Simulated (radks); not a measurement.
Results of a calculation; reference values are marked as such.
Trend from Ni3+ to Pt3+: ionisation energy by Delta-SCF between NIST ground configurations, and size. Code: a radial shooting solver on a logarithmic mesh with Libxc functionals. Model: Dirac Kohn-Sham, LDA (Slater exchange, Perdew-Wang correlation), spin-unpolarised, spherical densities, finite nucleus; open shells are shared between the two j in proportion to 2j + 1; Fermi nuclear charge, rms radius of each element as measured or else 0.836 A^(1/3) + 0.57 fm.

| species | configuration | configuration of the ion | IE (eV) | NIST (eV) | kind | outermost | <r> outermost (bohr) | r at 0.001 e/bohr^3 (bohr) |
|---|---|---|---|---|---|---|---|---|
| Ni3+ | [Ar] 3d7 | [Ar] 3d6 | 57.873 | 54.9 | semi-emp. | 3d5/2 | 0.897 | 2.68 |
| Pd3+ | [Kr] 4d7 | [Kr] 4d6 | 49.554 | 46 | theory | 4d5/2 | 1.31 | 3.13 |
| Pt3+ | [Xe] 4f14 5d7 | [Xe] 4f14 5d6 | 45.936 | 43 | theory | 5d5/2 | 1.51 | 3.33 |

Reference values: NIST Atomic Spectra Database (exp. = measured, semi-emp. = semi-empirical, theory = theoretical value adopted there). Spin polarisation and multiplet splitting are left out, so open shells lie too high by an amount that depends on their filling. Sharing an open shell by 2j + 1 raises it above the true ground level by a part of the spin-orbit splitting, which enters the differences from NIST.

Beside tabulated values, note that spin-unpolarised runs miss the spin-polarisation part of the exchange energy of open shells.
